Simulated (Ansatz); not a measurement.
Relaxation of BCl2FH4OSi (10 atoms, charge 0, multiplicity 1), to a largest force component of 0.03 eV/Å in at most 50 steps.

Theory: RKS PBE-D4/def2-SVP in Ansatz 0.2.0.

```xyz
10
Properties=species:S:1:pos:R:3
B 1.107 -1.633 0.123
F 1.476 -0.663 -0.766
Cl 0.371 -3.105 -0.465
Cl 1.527 -1.416 1.819
Si -0.663 1.394 -0.442
O -1.152 -0.023 0.435
H 0.648 1.924 0.063
H -0.592 0.976 -1.873
H -1.701 2.477 -0.290
H -1.021 0.070 1.396
```

Task: Where does it end, and by what steps?

Result: The run converged. After 20 steps the energy has fallen by 0.366 eV; Cl3 moved furthest, 0.82 Å. Joined: B1–O6.

```tsv
step	energy less start (eV)	largest force component (eV/Å)	accepted
0	0.0000	1.028	yes
1	0.1282	1.849	no
2	-0.0158	0.824	yes
3	-0.0497	0.808	yes
4	-0.1009	0.836	yes
5	-0.1378	0.943	yes
6	-0.1897	0.931	yes
7	-0.3020	0.638	yes
8	-0.3158	0.783	yes
9	-0.3438	0.184	yes
10	-0.3506	0.064	yes
11	-0.3553	0.095	yes
12	-0.3568	0.038	yes
13	-0.3583	0.043	yes
14	-0.3600	0.079	yes
15	-0.3613	0.092	yes
16	-0.3631	0.112	yes
17	-0.3641	0.106	yes
18	-0.3652	0.090	yes
19	-0.3655	0.048	yes
20	-0.3656	0.022	yes
```

```xyz
10
Properties=species:S:1:pos:R:3
B 0.706 -1.246 0.223
F 1.682 -0.532 -0.425
Cl -0.086 -2.518 -0.798
Cl 1.147 -1.741 1.944
Si -0.587 1.290 -0.552
O -0.462 -0.106 0.514
H 0.562 2.216 -0.317
H -0.618 0.694 -1.916
H -1.883 1.930 -0.164
H -0.460 0.013 1.490
```

The run took 60 s on 2 threads of Arm Neoverse V1, with other jobs on the host, peak memory 0.18 GiB.
